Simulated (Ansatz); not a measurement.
CH3BNO, SMILES `N[B-]C=O` (lower singlet; N–B–C–O torsion 99°) (charge -1, multiplicity 1). This singlet lies 0.64 eV below the relaxed triplet at the level frozen-core CCSD(T)/aug-cc-pVDZ // PBE0-D3(BJ)/def2-TZVPD (Ansatz, a program for electronic structure).

The numbers are results of B3LYP/aug-cc-pVTZ // PBE0-D3(BJ)/def2-TZVPD in Ansatz, not measurements.

Ansatz 0.2 input:
```yaml
crystal:
  periodic: [false, false, false]
  atoms:
    - { symbol: N, position_ang: [-1.286411, -0.235582, -0.084279] }
    - { symbol: B, position_ang: [-0.029439, -0.616475, 0.418583] }
    - { symbol: C, position_ang: [1.248764, 0.180092, 0.292839] }
    - { symbol: O, position_ang: [1.857838, 0.950161, 1.067382] }
    - { symbol: H, position_ang: [-2.101434, -0.816542, -0.021488] }
    - { symbol: H, position_ang: [-1.486794, 0.671394, -0.496973] }
    - { symbol: H, position_ang: [1.797478, -0.133048, -0.654791] }
basis:
  gaussian: { orbitals: aug-cc-pVTZ }
hamiltonian:
  xc: b3lyp
total_charge: -1
```

Output:

```
Functional definition: B3LYP
1048 factors; their error is unknown
mean field evaluation 1: about -5296.4528 eV, gradient 4.5e1 eV
mean field evaluation 2: about -5276.9267 eV, gradient 8.6e1 eV
mean field evaluation 4: about -5300.8148 eV, gradient 6.6e0 eV
mean field evaluation 8: about -5300.9318 eV, gradient 1.6e-1 eV
mean field evaluation 16: about -5300.9144 eV, gradient 7.4e-4 eV
mean field -5300.91442730 eV, -194.8050121143 hartree, gradient 1.3e-5 eV, S^2 0.000000; 0 other end points of the search recorded, 0 dependent functions left out
reference -5300.91466793 eV, -194.8050209573 hartree; 15, 15 occupied and 238, 238 virtual orbitals, 1048 factors
Total energy: -5300.91466793 eV, -194.8050209573 hartree
```
